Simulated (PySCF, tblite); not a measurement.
Isomers of C5H4FP, one GFN2-xTB conformer each. Single-point energies are computed at PBE0/pcSseg-1 (PySCF, gas phase, no added dispersion term), electronic only.

```csv
SMILES,GFN2-xTB relative energy (kcal/mol)
Fc1ccpcc1,0.9
Fc1ccccp1,2.3
Fc1cccpc1,0.0
```

Question: What does PBE0/pcSseg-1 give for the same structures?

Answer: 
```json
{"SMILES": "Fc1cccpc1", "PBE0/pcSseg-1 E (Eh)": "-633.61847", "PBE0/pcSseg-1 (kcal/mol)": "0.0", "GFN2-xTB (kcal/mol)": "0.0", "point group": "Cs"}
{"SMILES": "Fc1ccpcc1", "PBE0/pcSseg-1 E (Eh)": "-633.61729", "PBE0/pcSseg-1 (kcal/mol)": "0.7", "GFN2-xTB (kcal/mol)": "0.9", "point group": "C2v"}
{"SMILES": "Fc1ccccp1", "PBE0/pcSseg-1 E (Eh)": "-633.61267", "PBE0/pcSseg-1 (kcal/mol)": "3.6", "GFN2-xTB (kcal/mol)": "2.3", "point group": "Cs"}
```

Both levels put the same isomer lowest; measured from each level's own lowest isomer, the values differ by up to 1.3 kcal/mol (Fc1ccccp1: 2.3 against 3.6). Neighbours under 2.5 kcal/mol apart (Fc1cccpc1 and Fc1ccpcc1) can change places with a better method, another conformer or zero-point energy.

Question: Which frontier levels, dipoles and rotational constants go with these structures?

Answer: 
```tsv
SMILES	HOMO (eV, PBE0/pcSseg-1)	LUMO (eV)	dipole (D)	A, B, C (MHz)
Fc1cccpc1	-7.43	-1.79	1.56	4110, 2023, 1356
Fc1ccpcc1	-7.18	-1.56	0.18	5132, 1769, 1315
Fc1ccccp1	-7.29	-1.75	2.68	3647, 2370, 1437
```

Question: What happens when harmonic zero-point energies from GFN2-xTB frequencies are added?

Answer: 
```
   SMILES  ZPE (kcal/mol)  electronic (kcal/mol)  with ZPE (kcal/mol)
Fc1cccpc1            46.2                    0.0                  0.0
Fc1ccpcc1            46.1                    0.7                  0.7
Fc1ccccp1            46.3                    3.6                  3.7
```

The zero-point energies span 0.2 kcal/mol. The order is unchanged.

Question: As an exercise, what shares would exp(−E/RT) give at 1000 K from these electronic energies alone (no entropy, no degeneracies)?

Answer: RT = 1.987 kcal/mol: Fc1cccpc1 54.0 %, Fc1ccpcc1 37.3 %, Fc1ccccp1 8.7 %.
